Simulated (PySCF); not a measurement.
W(O)(NH)(OH)(NH2) (H4N2O2W), SMILES [NH]=[W]([OH])([NH2])=[O], multiplicity 1.

Coordinates come from a PBE-D3(BJ)/def2-SVP optimisation. The spin state was assumed, not searched. The structure was generated by enumeration; whether it is a known compound was not checked. The def2 effective core potentials stand for the cores of W; spin–orbit coupling is left out. The values are those of a single conformer.

Method: PBE-D3(BJ)/def2-SVP (PySCF).

Frequencies are harmonic and unscaled.

Computed harmonic wavenumbers and intensities:
| mode | ν (cm⁻¹) | IR (km/mol) | moving atoms (share of kinetic energy) |
|---|---|---|---|
| 1 | 190 | 10.6 | N 36 %, O 28 %, H 28 %, W 8 % |
| 2 | 210 | 12.6 | O 34 %, N 33 %, H 22 %, W 12 % |
| 3 | 215 | 10.2 | N 44 %, H 29 %, O 24 % |
| 4 | 229 | 0.9 | O 60 %, N 15 %, H 13 %, W 11 % |
| 5 | 250 | 42.0 | O 49 %, H 32 %, N 16 % |
| 6 | 301 | 34.5 | H 56 %, O 23 %, N 19 % |
| 7 | 366 | 10.2 | H 88 % |
| 8 | 427 | 158.1 | H 79 %, N 20 % |
| 9 | 526 | 168.8 | H 78 %, N 19 % |
| 10 | 598 | 217.3 | H 70 %, O 26 % |
| 11 | 631 | 9.2 | H 61 %, O 19 %, N 19 % |
| 12 | 656 | 10.2 | H 70 %, N 27 % |
| 13 | 692 | 34.6 | N 40 %, O 33 %, H 21 % |
| 14 | 712 | 112.1 | H 41 %, N 28 %, O 21 %, W 11 % |
| 15 | 942 | 131.8 | N 55 %, O 28 %, W 11 % |
| 16 | 975 | 56.4 | O 63 %, N 29 % |
| 17 | 1464 | 26.4 | H 89 %, N 11 % |
| 18 | 3477 | 87.9 | H 96 % |
| 19 | 3515 | 96.9 | H 93 % |
| 20 | 3580 | 45.1 | H 91 %, N 9 % |
| 21 | 3761 | 167.8 | H 94 % |
